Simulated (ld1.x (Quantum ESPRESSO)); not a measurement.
## Which setting gave this result? (Fe, TM)

Base potential:

- Element: Fe
- Generator: ld1.x (Quantum ESPRESSO) 7.5
- Type: norm-conserving Troullier–Martins (Kleinman–Bylander form)
- Functional: PBE
- Relativity: scalar-relativistic
- Frozen core: [Ar]
- Valence charge: 8
- Reference configuration: 3d6 4s1 4p0 (charge +1)
- Partial waves: 4s (bound): rc 2.40 bohr; 4p (bound, empty): rc 2.40 bohr; 3d (bound): rc 1.15 bohr
- Local potential: the d channel
- Core correction: none

Cutoffs, loose and tight: the cutoffs (Ry, on a coarse ladder) from which the occupation-weighted sum of valence levels, in a spherical-Bessel basis at the reference potential, stays within 10 and 1 mRy of its value at 400 Ry. They do not see the model core or the augmentation charge, which bear on the density cutoff. Test errors are all-electron minus pseudo excitation energies from the reference, over the configurations 3d6 4s2 4p0; 3d6 4s0 4p0; 3d5 4s0 4p0; 3d5 4s2 4p1; 3d6 4s1.5 4p0; 3d6 4s1 4p1; 3d6.5 4s1.5 4p0; variants that change the core or the reference have their own tests. The largest error is taken over the tests solved by every variant that gives reliable tests at all, those not shown here included: 3d5 4s0 4p0; 3d6 4s0 4p0; 3d6 4s1 4p1; 3d6 4s1.5 4p0; 3d6 4s2 4p0; 3d6.5 4s1.5 4p0.

Only the scale of all radii (base = 1) is moved:

```csv
scale of all radii (base = 1),"cutoff, loose","cutoff, tight",bound ghosts,largest test error (meV)
0.81,200 Ry,260 Ry,"s, p",+86
0.89,180 Ry,260 Ry,"s, p",+89
1.01,160 Ry,230 Ry,"s, p",-237
1.22,120 Ry,180 Ry,"s, p",-57
1.35,100 Ry,160 Ry,"s, p",-178
```

Question: One more run gave cutoff, loose: 140 Ry; cutoff, tight: 200 Ry; bound ghosts: s, p; largest test error (meV): +50. Which value of the scale of all radii (base = 1) was used?

Answer: 1.13. The loose cutoff moves one way along this sweep, from 200 Ry at 0.81 to 100 Ry at 1.35, which places the run between 1.01 and 1.22.
